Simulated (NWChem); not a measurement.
## Atomisation of pentafluoroethane (C₂HF₅)

```
C
F 1 1.3311
F 1 1.3370 2 108.87
F 1 1.3370 2 108.87 3 -118.10
C 1 1.5364 2 111.44 3 120.95
F 5 1.3466 1 108.95 2 59.57
F 5 1.3466 6 109.27 1 118.93
H 5 1.1043 6 109.74 7 120.38
```
Charge 0, spin multiplicity 1.

Program: NWChem. All single points use one geometry, from B3LYP/def2-SVP, a minimum by its harmonic frequencies.

Basis set: def2-SVP. The atomisation energy is electronic alone: no zero-point, thermal, spin-orbit or counterpoise terms. No value is extrapolated to the basis-set limit. Free atoms are single determinants with multiplicities F 2, C 3, H 2. Correlated methods freeze the same cores in atoms and molecule, 7 orbitals in all.

B3LYP has NWChem's definition, with VWN1-RPA local correlation. The stability of the SCF solutions was not checked. Open-shell Hartree-Fock references start from PBE0 orbitals.

| method | atomisation energy (kcal/mol) |
|---|---|
| CAM-B3LYP | [?] |
| HF | 530.4 |
| LDA (SVWN5) | [?] |
| MP2 | [?] |
| PBE0 | 794.9 |
| PBE | 836.4 |
| LC-wPBE (omega 0.3 per bohr) | 821.9 |
| B3LYP | 784.3 |
| BP86 | [?] |

Q: What belongs in the gaps?

A: 
- CAM-B3LYP, atomisation energy (kcal/mol): 800.9
- LDA (SVWN5), atomisation energy (kcal/mol): 980.5
- MP2, atomisation energy (kcal/mol): 770.4
- BP86, atomisation energy (kcal/mol): 826.0
